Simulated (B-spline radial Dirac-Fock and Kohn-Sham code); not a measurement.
Os⁷²⁺: eigenvalues, ΔSCF and the reference

System: the Os⁷²⁺ ion, 1s2 2s2.

The density-functional columns are spherical, spin-unpolarised Dirac-Kohn-Sham results without Breit or QED terms: −ε is minus the orbital energy of the initial state and ΔSCF the difference of two total energies. The reference in the last column comes from Dirac-Fock (average of configuration) total-energy differences with a finite nucleus, the Breit interaction including its frequency dependence, and self-energy and vacuum-polarisation corrections. All numbers are from a radial finite-basis atomic code, in eV; a selection of levels is shown. The Kohn-Sham columns are given as differences from the reference. For the 1s level of heavy atoms much of the gap between ΔSCF and the reference is the Breit and QED part, -324.3 eV here; for other levels the error of the functional can be larger.

```
level  LDA −ε − DF  LDA ΔSCF − DF  Dirac-Fock
   1s       -313.1         +339.1     83013.6
   2s        -97.6          +59.1     20569.7
```

For the outermost level NIST gives 20570 ± 70 eV (theoretical); the differences from it are LDA −ε -97.88, LDA ΔSCF +58.75, Dirac-Fock -0.31 eV.

Values without a named source are computed, but for edge energies of neutral atoms, which are taken from tables.
